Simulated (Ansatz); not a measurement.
Geometry optimisation of ScCl3.

```yaml
crystal:
  periodic: [false, false, false]
  atoms:
    - {symbol: Sc, position_ang: [-0.003690, 0.000520, 0.435820]}
    - {symbol: Cl, position_ang: [2.173910, -0.024480, -0.126190]}
    - {symbol: Cl, position_ang: [-1.063880, 1.893020, -0.158790]}
    - {symbol: Cl, position_ang: [-1.106340, -1.869070, -0.150850]}
basis:
  gaussian: {orbitals: def2-SVP}
hamiltonian: {xc: {name: B3LYP}, dispersion: d4}
scf: {omitted_lower_state_checks: [starts]}
output: {orbitals: {seedname: orbitals}}
relax: {f_tol: 0.02, max_steps: 100}
```

```sh
$ ansatz run in.yaml --threads 2 --pin off --events-out ev --progress --plain --max-ram 4352MiB
```

Output, abridged:

```
Functional definition: B3LYP
mean field -58261.78675013 eV, -2141.0811718097 hartree, gradient 4.7e-5 eV, S^2 0.000000; 0 other end points of the search recorded, 0 dependent functions left out
relax step   1: F+E_penalty+E_count = -58261.99729959 eV  Δ(F+E_penalty+E_count) = +0.000e0 eV  max|allowed force component| = 3.089e-1 eV/Å  Δτ_max = 0.0000 Å  (24 SCF iters, accepted)
mean field -58261.83837746 eV, -2141.0830690791 hartree, gradient 1.2e-5 eV, S^2 0.000000; 0 other end points of the search recorded, 0 dependent functions left out
relax step   2: F+E_penalty+E_count = -58262.04257685 eV  Δ(F+E_penalty+E_count) = -4.528e-2 eV  max|allowed force component| = 3.254e-1 eV/Å  Δτ_max = 0.0719 Å  (28 SCF iters, accepted)
mean field -58261.89617589 eV, -2141.0851931325 hartree, gradient 6.4e-6 eV, S^2 0.000000; 0 other end points of the search recorded, 0 dependent functions left out
relax step   3: F+E_penalty+E_count = -58262.09541417 eV  Δ(F+E_penalty+E_count) = -5.284e-2 eV  max|allowed force component| = 9.371e-2 eV/Å  Δτ_max = 0.2000 Å  (33 SCF iters, accepted)
mean field -58261.91026862 eV, -2141.0857110305 hartree, gradient 4.8e-6 eV, S^2 0.000000; 0 other end points of the search recorded, 0 dependent functions left out
relax step   4: F+E_penalty+E_count = -58262.10721791 eV  Δ(F+E_penalty+E_count) = -1.180e-2 eV  max|allowed force component| = 1.427e-2 eV/Å  Δτ_max = 0.1402 Å  (35 SCF iters, accepted)
mean field -58261.91055339 eV, -2141.0857214956 hartree, gradient 5.2e-6 eV, S^2 0.000000; 0 other end points of the search recorded, 0 dependent functions left out
relax step   5: F+E_penalty+E_count = -58262.10742310 eV  Δ(F+E_penalty+E_count) = -2.052e-4 eV  max|allowed force component| = 6.942e-3 eV/Å  Δτ_max = 0.0300 Å  (30 SCF iters, accepted)
mean field -58261.91055339 eV, -2141.0857214957 hartree, gradient 5.2e-6 eV, S^2 0.000000; 0 other end points of the search recorded, 0 dependent functions left out
Total energy: -58262.10775968 eV, -2141.0929686933 hartree
Atom 0 at     0.000353    -0.000038    -0.006170 Å, force    -0.001470     0.000165     0.003747 eV/Å
Atom 1 at     2.271038    -0.025465     0.021988 Å, force    -0.006942     0.000032    -0.001311 eV/Å
Atom 2 at    -1.113565     1.979019    -0.012002 Å, force     0.004138    -0.006406    -0.001205 eV/Å
Atom 3 at    -1.157827    -1.953525    -0.003825 Å, force     0.004273     0.006209    -0.001231 eV/Å
Dipole moment:     0.000443    -0.000052    -0.010495 e Å
Checks for a lower state left out: starts
```

It took 7.5 s on 2 threads of Intel Xeon 6975P-C on a shared host.
